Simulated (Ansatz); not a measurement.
C₆H₉B (`C=CB(C=C)C=C`), 16 atoms. Total charge 0; spin multiplicity 1. Hardware: A = 2 threads of an AMD EPYC 7R13 on a shared host; B = 2 threads of an AMD EPYC 7R13 on a shared host and a share of an NVIDIA H100 80 GB. Correlated methods freeze the cores. Open-shell runs search over several starts.

How many basis functions does each run have, and how long does it take in Ansatz? RKS PBE-QIDH (frozen core)/def2-TZVPP energy [B]; UKS B3LYP-D4/def2-TZVPP energy of the cation [B]; RKS ωB97M-V/def2-SVP energy [A]; UKS ωB97X-V/def2-TZVPP energy of the cation [B]; RKS PBE0-D4/def2-QZVPP energy [B]; RKS r2SCAN0-D4/def2-TZVPP energy [B]; RHF-CCSD(T)/def2-TZVPP energy [B]; RKS PBE0-D4/def2-SVP energy [A]; UKS PBE0-D4/def2-TZVPP energy of the cation [B]; RKS ωB97M-V/def2-QZVPP energy [B]; UKS ωB97M-V/def2-TZVPP energy of the cation [B]; UKS r2SCAN-D4/def2-TZVPP energy of the cation [B]. (Estimate.)

Ansatz gave: Other jobs shared the machine, so times are rough.

| level | job | functions | wall time | peak host memory (GiB) |
| --- | --- | --- | --- | --- |
| RKS PBE0-D4/def2-SVP | energy [A] | 143 | 3.3 s | 0.38 |
| RKS ωB97M-V/def2-SVP | energy [A] | 143 | 11 s | 0.51 |
| RKS r2SCAN0-D4/def2-TZVPP | energy [B] | 343 | 18 s | 0.88 |
| RKS PBE0-D4/def2-QZVPP | energy [B] | 669 | 18 s | 1.2 |
| RKS ωB97M-V/def2-QZVPP | energy [B] | 669 | 22 s | 1.3 |
| RKS PBE-QIDH (frozen core)/def2-TZVPP | energy [B] | 343 | 24 s | 1.5 |
| RHF-CCSD(T)/def2-TZVPP | energy [B] | 343 | 26 s | 0.84 |
| UKS B3LYP-D4/def2-TZVPP | energy of the cation [B] | 343 | 28 s | 0.93 |
| UKS PBE0-D4/def2-TZVPP | energy of the cation [B] | 343 | 31 s | 0.95 |
| UKS r2SCAN-D4/def2-TZVPP | energy of the cation [B] | 343 | 44 s | 1 |
| UKS ωB97X-V/def2-TZVPP | energy of the cation [B] | 343 | 50 s | 1.1 |
| UKS ωB97M-V/def2-TZVPP | energy of the cation [B] | 343 | 64 s | 1.2 |

B3LYP here is the variant with VWN-RPA as its local correlation; programs differ in this.
